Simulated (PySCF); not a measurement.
A structure optimised at PBE0-D3(BJ)/def2-TZVP, used in a PySCF frequency run:

```xyz
5

Mg     0.0626     0.3875    -0.5933
S      0.2556     1.5933    -2.5246
H      1.2054     0.7733    -3.0097
Se    -0.1433    -0.8593     1.4616
H     -1.1734    -1.6989     0.8297
```

Problem. Write its SMILES and formula.

Solution. [SH][Mg][SeH], H2MgSSe

Problem. What are its rotational constants (standard atomic weights)?

Solution. 128.93, 0.93597, 0.93529 GHz
